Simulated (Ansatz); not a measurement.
The same molecule with X = F, Br, I. Ansatz, PBE0-D4/def2-TZVP geometries, multiplicity 1. Each molecule was computed in one conformer, which needn't be the lowest.

Elements past krypton have def2 core potentials. Scalar relativity is left out up to krypton.

```csv
X,molecule,mean X–Ge bond length / Å,size of the dipole moment (ωB97M-V/def2-TZVPP) / D,HOMO energy (PBE/def2-TZVPP) / eV,"ideal-gas entropy at 298 K and 1 bar (rigid rotor, harmonic PBE0-D4/def2-TZVP) / J/(mol·K)"
Br,`[OH][GeH2][Br]`,2.310,1.58,-7.06,316
I,`[OH][GeH2][I]`,2.517,1.33,-6.52,324
```

Q: Give the row for X = F, `[OH][GeH2][F]`. (An estimate is asked.)

A: The calculation gave: 
```csv
X,molecule,mean X–Ge bond length / Å,size of the dipole moment (ωB97M-V/def2-TZVPP) / D,HOMO energy (PBE/def2-TZVPP) / eV,"ideal-gas entropy at 298 K and 1 bar (rigid rotor, harmonic PBE0-D4/def2-TZVP) / J/(mol·K)"
F,`[OH][GeH2][F]`,1.738,1.96,-7.62,291
```

From F to I the mean X–Ge bond length rises at each step, by 0.779 Å in all; the HOMO energy (PBE/def2-TZVPP) rises at each step, by 1.10 eV in all; the ideal-gas entropy at 298 K and 1 bar (rigid rotor, harmonic PBE0-D4/def2-TZVP) rises at each step, by 33 J/(mol·K) in all. Bonds lengthen as the atom grows down the group. Dipoles are sizes alone, and their direction can turn along the series.

Spin–orbit coupling is left out; it splits and shifts lone-pair levels of the heavy atoms by tenths of an eV.
